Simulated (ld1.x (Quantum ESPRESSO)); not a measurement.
# What one change does to a pseudopotential (Pb, TM)

ld1.x (Quantum ESPRESSO) 7.5 input, shortened:

```
&input
   title='Pb', zed=82., rel=1, dft='PZ', iswitch=3,
   config='[Xe] 4f14 5d10 5f-2 6s2 6p2'
 /
 &inputp
   pseudotype=2, tm=.true., lloc=3,
   nlcc=.true.
 /
4
6S  1  0   2.00   0.00  1.80  1.80  0.0
6P  2  1   2.00   0.00  2.50  2.50  0.0
5D  3  2  10.00   0.00  1.95  1.95  0.0
5F  4  3  -2.00   0.30  2.50  2.50  0.0
 &test
   configts(1)='5d10 6s2 6p2'
 /
```

All-electron outer shells of the reference configuration (LDA (PZ), scalar-relativistic, ld1.x):

| shell | level (eV) | outermost node (bohr) | outermost maximum (bohr) |
| --- | --- | --- | --- |
| 4f | -133.26 | – | 0.35 |
| 5p | -85.96 | 0.49 | 0.88 |
| 5d | -21.29 | 0.52 | 1.07 |
| 6s | -12.32 | 1.01 | 1.95 |
| 6p | -3.71 | 1.18 | 2.63 |

Change: all radii but the core radius scaled by about 1.23 (s 2.22, p 3.08, d 2.40, f 3.08 bohr).

Cutoffs: the cutoffs (Ry, on a coarse ladder) from which the occupation-weighted sum of valence levels, in a spherical-Bessel basis at the reference potential, stays within 10 and 1 mRy of its value at 400 Ry; they do not see the model core or the augmentation charge, which bear on the density cutoff. Errors are all-electron minus pseudo energies relative to the spin-unpolarised reference configuration.

Problem. What does the change do?

Solution. The potential gets softer (50 Ry and 80 Ry → 45 Ry and 70 Ry); the bound ghost in s disappears; of the 9 tests that both files solve, the error grows in 3 and shrinks in 4 by more than 15 % and 0.3 meV (median size 2.8 → 3.8 meV). A larger radius leaves more room for a smooth pseudo-wave, so fewer plane waves are needed.

```tsv
quantity	base	changed
cutoff, loose	50 Ry	45 Ry
cutoff, tight	80 Ry	70 Ry
loose cutoff by channel (10 mRy a level)	s 18 Ry, p 6 Ry, d 45 Ry	s 10 Ry, p 6 Ry, d 40 Ry
bound ghosts	s	none
error for 5d10 6s2 6p1, meV [ΔE 6.83 eV]	-2.8	-2.0
error for 5d10 6s2 6p0, meV [ΔE 20.59 eV]	-21	-13
error for 5d10 6s1 6p0, meV [ΔE 53.47 eV]	-52	-23
error for 5d10 6s1 6p2, meV [ΔE 16.43 eV]	+3.4	+11
error for 5d9 6s2 6p2, meV [ΔE 27.30 eV]	-69	+153
error for 5d10 6s1 6p3, meV [ΔE 8.82 eV]	-2.3	+3.8
error for 5d10 6s2 6p2.3, meV [ΔE -0.86 eV]	+0.5	+0.5
error for 5d10 6s2 6p2 (spin-polarised), meV [ΔE -0.45 eV]	+2.5	-0.1
error for 5d10 6s2 6p1 (spin-polarised), meV [ΔE 6.69 eV]	-2.7	-2.9
```

 A true bound ghost makes a file unfit for plane-wave use even where its test errors are small: the radial tests pick states by their node count and pass the ghost by.
